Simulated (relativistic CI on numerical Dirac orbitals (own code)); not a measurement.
# Co³⁺ in a cubic cluster: 2p photoemission with charge transfer

Computed with a charge-transfer multiplet model of a cubic metal-ligand cluster with up to 3 ligand holes, Slater and spin-orbit integrals from Dirac-Coulomb-Breit ions, Slater integrals scaled by 0.7. The ground state mixes d6 with configurations of k ligand holes L, whose averages lie at kΔ + k(k − 1)U_dd/2; a core hole lowers each added d electron by U_cd. 300 K, Lorentzian 0.6 eV and Gaussian 0.8 eV FWHM.

Atomic integrals in eV (Slater integrals scaled, ζ unscaled), ground: F2dd 8.824, F4dd 5.512, zeta_d 0.071; with the core hole: F2dd 10.024, F4dd 6.297, zeta_d 0.102, zeta_core 9.658, F2cd 6.005, G1cd 4.623, G3cd 2.630.

Cluster parameters (eV): Δ = 2.4, U_dd = 6.2, 10Dq = 0.6, 10Dq(ligand) = 0.6, V(eg) = 2.4, V(t2g) = -1.17, final-state hopping factor = 1.

| Case | n_d | d6 | d7L | d8L2 | d9L3 | S |
| --- | --- | --- | --- | --- | --- | --- |
| U_cd = 5.7 eV | 6.37 | 0.66 | 0.32 | 0.02 | 0.00 | 1.99 |
| U_cd = 6.9 eV | 6.37 | 0.66 | 0.32 | 0.02 | 0.00 | 1.99 |
| U_cd = 8.1 eV | 6.37 | 0.66 | 0.32 | 0.02 | 0.00 | 1.99 |

Weights, n_d and S are thermal averages at 300 K. Binding energies count from the first peak over 30 % of the highest in each spectrum, which can be another peak from case to case. The parameters are a model scan and need not match a compound or its usual spin state. Peaks in eV (height, largest 100):
- U_cd = 5.7 eV: 0.0 (100), 6.8 (29), 16.2 (62), 23.2 (16)
- U_cd = 6.9 eV: 0.0 (100), 7.0 (40), 11.4 (14), 16.2 (64), 23.3 (25)
- U_cd = 8.1 eV: 0.0 (100), 6.8 (49), 11.9 (24), 16.1 (68), 23.2 (33), 28.1 (10)

For the case U_cd = 6.9 eV, Δ = 2.4 eV is smaller than U_dd = 6.2 eV, the charge-transfer side of the Zaanen-Sawatzky-Allen scheme. With the core hole the configuration with one ligand hole lies at Δ − U_cd = -3.3, -4.5, -5.7 eV from the one without, in the order of the table; where this is negative the screened configuration lies lower, though the effective hopping of about 3.5 eV (from the holes of the mixed ground state) mixes the two strongly wherever it is as large as the gap.
